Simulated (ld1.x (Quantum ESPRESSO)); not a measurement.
**iron (Fe): one change to a TM potential, before and after**

iron (Fe), norm-conserving Troullier–Martins (Kleinman–Bylander form), made with ld1.x (Quantum ESPRESSO) 7.5 (LDA (PZ), scalar-relativistic). Core [Ar], reference 3d5 4s0 4p0 (charge +3). Waves: 4s (bound, empty): rc 2.10 bohr; 4p (bound, empty): rc 1.75 bohr; 3d (bound): rc 1.30 bohr. Local part: all-electron potential smoothed inside 1.25 bohr (lloc = -1). Core correction: none.

Change: core [Ne], valence charge 16; reference 3s2 3p6 3d6 4s2 4p0; waves now 3p (bound): rc 1.00 bohr; 3d (bound): rc 1.05 bohr; 3s (bound): rc 1.10 bohr; local potential the s channel; core correction Bessel-smoothed model core inside 0.50 bohr (4s counted twice).

Cutoffs: the cutoffs (Ry, on a coarse ladder) from which the occupation-weighted sum of valence levels, in a spherical-Bessel basis at the reference potential, stays within 10 and 1 mRy of its value at 400 Ry; they do not see the model core or the augmentation charge, which bear on the density cutoff. Errors are all-electron minus pseudo energies relative to the spin-unpolarised reference configuration.

Task: What does the change do?

Result: The potential gets harder (140 Ry and 200 Ry → 180 Ry and 260 Ry); the bound ghost in s disappears; the miss of the reference levels goes from 0.00 to 0.32 eV. The added semicore shells are compact, so their waves need more plane waves. In the changed file ld1.x takes every shell without a wave as core, so the model core holds the 4s electrons as well and exchange and correlation see them twice. This cancels in the reference configuration, but the file is broken for other ones, and its errors say nothing about a proper core correction. Several settings change at once here, so the effects cannot be laid on one of them.

```csv
quantity,base,changed
"cutoff, loose",140 Ry,180 Ry
"cutoff, tight",200 Ry,260 Ry
bound ghosts,s,none
"largest miss of a reference level, eV",0.00,0.32
"largest error over its own tests, meV",-292,-2698
```

 A true bound ghost makes a file unfit for plane-wave use even where its test errors are small: the radial tests pick states by their node count and pass the ghost by.
